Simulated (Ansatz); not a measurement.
Relaxation of ClGaH$_{7}$NOSi (12 atoms, charge 0, multiplicity 1), to a largest force component of 0.03 eV/Å in at most 50 steps.

All numbers below come from RKS B3LYP/def2-SVP in Ansatz.

```xyz
12
Properties=species:S:1:pos:R:3
Ga -0.010 -0.676 -0.515
N 0.297 -0.117 2.535
H -0.518 0.153 3.084
H 1.079 0.476 2.815
Cl 1.615 0.537 -1.305
O -1.580 0.010 -1.058
H -2.355 -0.477 -0.747
Si 0.438 -2.669 0.643
H 0.434 -3.886 -0.232
H 1.786 -2.573 1.290
H -0.587 -2.876 1.720
H 0.536 -1.092 2.797
```

Problem. Where does it end, and by what steps?

Solution. The run converged. After 15 steps the energy has fallen by 0.857 eV; O6 moved furthest, 1.22 Å. Joined: Ga1–N2.

| step | energy less start (eV) | largest force component (eV/Å) | accepted |
| --- | --- | --- | --- |
| 0 | 0.0000 | 0.804 | yes |
| 1 | -0.0996 | 1.221 | yes |
| 2 | -0.2185 | 1.043 | yes |
| 3 | -0.4100 | 0.961 | yes |
| 4 | -0.5666 | 0.840 | yes |
| 5 | -0.6690 | 0.712 | yes |
| 6 | -0.7146 | 0.795 | yes |
| 7 | -0.7548 | 0.823 | yes |
| 8 | -0.7868 | 0.597 | yes |
| 9 | -0.8200 | 0.718 | yes |
| 10 | -0.8391 | 0.181 | yes |
| 11 | -0.8507 | 0.132 | yes |
| 12 | -0.8537 | 0.121 | yes |
| 13 | -0.8557 | 0.112 | yes |
| 14 | -0.8558 | 0.055 | yes |
| 15 | -0.8566 | 0.017 | yes |

```xyz
12
Properties=species:S:1:pos:R:3
Ga 0.066 -0.793 0.327
N 0.192 0.229 2.179
H -0.726 0.684 2.217
H 0.909 0.953 2.091
Cl 1.577 0.430 -0.759
O -1.625 -0.117 0.156
H -1.982 -0.094 -0.740
Si 0.518 -3.150 0.583
H 0.414 -3.867 -0.724
H 1.894 -3.384 1.123
H -0.446 -3.793 1.531
H 0.345 -0.291 3.044
```

Run time: 32 s on 4 threads of Intel(R) Xeon(R) 6975P-C (Granite Rapids), with other jobs on the host, peak memory 0.38 GiB.
